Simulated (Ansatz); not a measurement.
Reaction (substitution at a C–C bond): `CC1OB1N` + `[NH2][Ga]([SH])[Cl]` → `C[NH][Ga]([SH])[Cl]` + `NB1CO1`

Gas-phase electronic energies from Ansatz, PBE0-D4/def2-TZVP geometries. CCSD(T)/CBS adds triple-zeta CCSD(T) − MP2 to the extrapolated MP2 energy (def2 sets, frozen cores). Functionals use def2-TZVPP. B3LYP here is the variant with VWN-RPA as its local correlation; programs differ in this. For Ga outer-core shells are correlated without core-valence functions, which leaves a few kJ/mol of doubt a bond. Scalar relativity is left out up to krypton. Each species was taken in one conformer, which may not be the lowest.

```csv
level,ΔE (kJ/mol)
B3LYP-D4,51.1
B2PLYP,54.1
PBE,53.9
HF/def2-TZVPP,54.1
SCS-MP2/def2-TZVPP,53.6
CCSD/def2-TZVPP,53.6
CCSD(T)/def2-TZVPP,53.6
CCSD/CBS(def2),55.0
```

Task: What does CCSD(T)/CBS give? (Estimate.)

Result: The calculation gave: +54.9 kJ/mol. The listed levels differ from it by -3.8, -0.8, -1.0, -0.8, -1.3, -1.3, -1.3, 0.1 kJ/mol.

Largest T1 diagnostic among the species: 0.013.
